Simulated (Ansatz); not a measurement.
A search over several starts for the lowest SCF solution of Ag₄ at the given spin, in a small basis.

```yaml
crystal:
  periodic: [false, false, false]
  atoms:
    - {symbol: Ag, position_ang: [0.969598, -0.921840, -0.015193]}
    - {symbol: Ag, position_ang: [1.667669, 1.758025, -0.307312]}
    - {symbol: Ag, position_ang: [-1.667037, -1.757442, 0.313796]}
    - {symbol: Ag, position_ang: [-0.970230, 0.921257, 0.008709]}
basis:
  gaussian: {orbitals: def2-SVP}
hamiltonian: {xc: pbe0, dispersion: d4}
output: {orbitals: {seedname: orbitals}}
```

```sh
$ ansatz run in.yaml --threads 4 --pin off --events-out ev --progress --plain --max-ram 3916MiB
```

Output, abridged:

```
Functional definition: PBE0
1312 factors; integrals over basis functions are off by at most 2.9e-4 eV
mean field evaluation 1: about -15991.4218 eV, gradient 4.8e1 eV
mean field evaluation 2: about -15984.9600 eV, gradient 7.8e1 eV
mean field evaluation 4: about -15996.5292 eV, gradient 2.1e0 eV
mean field evaluation 8: about -15996.7179 eV, gradient 4.8e-1 eV
mean field evaluation 16: about -15996.7184 eV, gradient 1.5e-4 eV
mean field -15996.71835492 eV, -587.8685565780 hartree, gradient 5.8e-5 eV, S^2 0.000000; 0 other end points of the search recorded, 0 dependent functions left out
reference -15996.71838811 eV, -587.8685577977 hartree; 38, 38 occupied and 86, 86 virtual orbitals, 1312 factors
Total energy: -15996.90494812 eV, -587.8754137516 hartree
```

It took 2.4 s on 4 threads of Arm Neoverse V2 on a shared host.

In the def2 sets Ag takes a core potential; there is no spin–orbit coupling. The structure comes from a short search, and lower isomers may exist.
